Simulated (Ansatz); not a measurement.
One change: `C=C[Si](O)(O)F` becomes `O[Si](O)(F)Cl`.

Ansatz, PBE0-D4/def2-TZVP geometries, multiplicity 1. Each molecule was computed in one conformer, which needn't be the lowest.

```
                                          property  `C=C[Si](O)(O)F`
  size of the dipole moment (B3LYP/def2-TZVPP) / D              1.21
size of the dipole moment (ωB97M-V/def2-TZVPP) / D              1.22
           HOMO–LUMO gap (ωB97M-V/def2-TZVPP) / eV             12.12
                 HOMO energy (PBE/def2-TZVPP) / eV             -7.12
                LUMO energy (PBE0/def2-TZVPP) / eV             -0.58
             LUMO energy (ωB97M-V/def2-TZVPP) / eV              1.56
```

(1) Give the same properties after the change, and the shifts. (An estimate is asked.)

## Answers

(1) Ansatz gave: 
```json
{"property": "size of the dipole moment (B3LYP/def2-TZVPP) / D", "`O[Si](O)(F)Cl`": "2.15", "shift": "0.94"}
{"property": "size of the dipole moment (ωB97M-V/def2-TZVPP) / D", "`O[Si](O)(F)Cl`": "2.16", "shift": "0.94"}
{"property": "HOMO–LUMO gap (ωB97M-V/def2-TZVPP) / eV", "`O[Si](O)(F)Cl`": "13.59", "shift": "1.47"}
{"property": "HOMO energy (PBE/def2-TZVPP) / eV", "`O[Si](O)(F)Cl`": "-7.91", "shift": "-0.79"}
{"property": "LUMO energy (PBE0/def2-TZVPP) / eV", "`O[Si](O)(F)Cl`": "0.27", "shift": "0.85"}
{"property": "LUMO energy (ωB97M-V/def2-TZVPP) / eV", "`O[Si](O)(F)Cl`": "1.80", "shift": "0.24"}
```

With PBE0 the HOMO falls by 1.19 eV and the LUMO rises by 0.85 eV, so the gap widens by about 2.04 eV. PBE moves the HOMO by -0.79 eV and ωB97M-V by -1.23 eV. Dipoles are sizes alone; their direction can turn.

B3LYP here is the variant with VWN-RPA as its local correlation; programs differ in this.
